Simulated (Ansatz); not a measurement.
The same molecule with X = O, S, Se. Ansatz, PBE0-D4/def2-TZVP geometries, multiplicity 1. Each molecule was computed in one conformer, which needn't be the lowest.

Scalar relativity is left out up to krypton.

```json
{"X": "O", "molecule": "`CBC=O`", "mean X–C bond length / Å": "1.214", "LUMO energy (PBE/def2-TZVPP) / eV": "-2.53", "size of the dipole moment (PBE/def2-TZVPP) / D": "2.65", "HOMO–LUMO gap (ωB97M-V/def2-TZVPP) / eV": "9.90"}
{"X": "S", "molecule": "`CBC=S`", "mean X–C bond length / Å": "1.621", "LUMO energy (PBE/def2-TZVPP) / eV": "-3.52", "size of the dipole moment (PBE/def2-TZVPP) / D": "1.31", "HOMO–LUMO gap (ωB97M-V/def2-TZVPP) / eV": "8.70"}
```

(1) Give the row for X = Se, `CBC=[Se]`. (Estimate.)

## Answers

(1) The calculation gave: 
```tsv
X	molecule	mean X–C bond length / Å	LUMO energy (PBE/def2-TZVPP) / eV	size of the dipole moment (PBE/def2-TZVPP) / D	HOMO–LUMO gap (ωB97M-V/def2-TZVPP) / eV
Se	`CBC=[Se]`	1.765	-3.61	1.24	8.08
```

From O to Se the mean X–C bond length rises at each step, by 0.551 Å in all; the LUMO energy (PBE/def2-TZVPP) falls at each step, by 1.08 eV in all; the HOMO–LUMO gap (ωB97M-V/def2-TZVPP) falls at each step, by 1.82 eV in all. Bonds lengthen as the atom grows down the group. Dipoles are sizes alone, and their direction can turn along the series.

Spin–orbit coupling is left out; it splits and shifts lone-pair levels of the heavy atoms by tenths of an eV.
